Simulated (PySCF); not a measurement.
SMILES [SeH]OC (CH₄OSe), singlet, PBE0/def2-SVP optimised geometry.

```
7

Se    -0.58    -1.74     0.00
H      0.90    -1.74     0.00
O     -0.79     0.05     0.00
C     -0.64     0.68    -1.25
H     -1.31     0.26    -2.02
H     -0.90     1.74    -1.09
H      0.40     0.63    -1.62
```

Density from PBE0/def2-TZVP (PySCF) at that geometry.

Minimum of the electron density along straight lines between bonded atoms, close to the bond critical point (lines longer than 1.1 times the sum of covalent radii, or with two minima, are not listed):

| bond | length / Å | ρ at the minimum / e bohr⁻³ | ∇²ρ there / e bohr⁻⁵ | position (fraction from the first atom) |
|---|---|---|---|---|
| Se1–H2 | 1.482 | 0.176 | -0.34 | 0.63 |
| Se1–O3 | 1.807 | 0.161 | 0.16 | 0.47 |
| O3–C4 | 1.406 | 0.264 | -0.55 | 0.65 |
| C4–H5 | 1.104 | 0.277 | -0.96 | 0.65 |
| C4–H6 | 1.101 | 0.278 | -0.97 | 0.65 |
| C4–H7 | 1.106 | 0.276 | -0.95 | 0.65 |
